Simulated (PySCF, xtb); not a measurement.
Hf(F)4 anion (F4Hf), SMILES [F][Hf]([F])([F])[F] (connectivity only; charge and spin as stated), charge -1, multiplicity 2.

Harmonic wavenumbers (cm⁻¹) from GFN2-xTB run with xtb at its own minimum, in rising order: 76, 120, 128, 128, 161, 420, 424, 444, 444.

Question: What does PBE0-D3(BJ)/def2-SVPD (PySCF 2.14.0) give at its own minimum? (Estimate from the structure and the level; the computed values follow.)

Answer: 78, 109, 147, 147, 203, 535, 536, 536, 570. Paired by order, the mean absolute difference is 60 cm⁻¹ and the zero-point energies are 3.4 and 4.1 kcal/mol.
